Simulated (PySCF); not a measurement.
Level of theory: B3LYP-D3(BJ)/def2-TZVP run with PySCF. Gas-phase values, no solvent. B3LYP has the VWN-RPA correlation part, as in Gaussian. 

Reference species (SMILES): `Cl[Si](Br)(Br)Cl` (neutral, multiplicity 1).

The dipole moment is 0.11 D.

Changed species: `Br[Si](Cl)(Cl)Cl` (whole molecule; the reference has whole molecule).

**Question.** What does the change do to the dipole moment?

**Answer.** the dipole moment stays essentially unchanged.
